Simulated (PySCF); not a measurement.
Si(F)(SH) (FHSSi), SMILES F[Si]S (connectivity only; charge and spin as stated), neutral, multiplicity 1.

Geometry optimised at PBE-D3(BJ)/def2-TZVP. The values are those of a single conformer.

Calculation: PBE-D3(BJ)/def2-TZVP run with PySCF.

Frequencies are harmonic and unscaled.

Computed harmonic wavenumbers and intensities:
```json
[
 {"mode": "1", "ν (cm⁻¹)": "224", "IR (km/mol)": "2.5", "Raman (Å⁴/amu)": "1.3", "depolarisation": "0.59", "moving atoms (share of kinetic energy)": "F 53 %, S 30 %, Si 14 %"},
 {"mode": "2", "ν (cm⁻¹)": "368", "IR (km/mol)": "5.2", "Raman (Å⁴/amu)": "4.4", "depolarisation": "0.75", "moving atoms (share of kinetic energy)": "H 91 %"},
 {"mode": "3", "ν (cm⁻¹)": "479", "IR (km/mol)": "70.9", "Raman (Å⁴/amu)": "29.0", "depolarisation": "0.30", "moving atoms (share of kinetic energy)": "Si 55 %, S 36 %, H 9 %"},
 {"mode": "4", "ν (cm⁻¹)": "695", "IR (km/mol)": "60.0", "Raman (Å⁴/amu)": "5.5", "depolarisation": "0.66", "moving atoms (share of kinetic energy)": "H 81 %, F 8 %"},
 {"mode": "5", "ν (cm⁻¹)": "801", "IR (km/mol)": "96.8", "Raman (Å⁴/amu)": "4.5", "depolarisation": "0.63", "moving atoms (share of kinetic energy)": "F 54 %, Si 41 %"},
 {"mode": "6", "ν (cm⁻¹)": "2610", "IR (km/mol)": "3.8", "Raman (Å⁴/amu)": "94.3", "depolarisation": "0.29", "moving atoms (share of kinetic energy)": "H 97 %"}
]
```
